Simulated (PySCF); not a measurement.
**Vanadium: highly charged ions in a basis for the neutral atom**

V¹³⁺ [Ne], V¹⁴⁺ [He] 2s2 2p5. All numbers are calculated (PySCF 2.14, the spin-free X2C one-electron Hamiltonian (Gaussian nucleus), in cc-pVDZ-DK). No spin-orbit coupling, so a gap to NIST mixes the basis error with missing relativistic terms.

Changed run: basis of the neutral atom used for a highly charged ion. This setting is unsound on purpose.

```csv
species,method,sound run (hartree),changed run (hartree),converged
V¹³⁺,UHF,not run,-877.07204,yes
V¹³⁺,BP86,not run,-877.54475,yes
V¹³⁺,M06-L,not run,-877.57360,yes
V¹⁴⁺,UHF,not run,-843.95344,yes
V¹⁴⁺,BP86,not run,-844.39829,yes
V¹⁴⁺,M06-L,not run,-844.40014,yes
```

Ionisation energy of V¹³⁺:

| method | changed run (eV) | NIST (eV) |
| --- | --- | --- |
| UHF | 901.20 | 896 ± 0.4 |
| BP86 | 901.96 | 896 ± 0.4 |
| M06-L | 902.70 | 896 ± 0.4 |

The contracted functions were made for the neutral atom and can be too rigid for a highly charged ion.
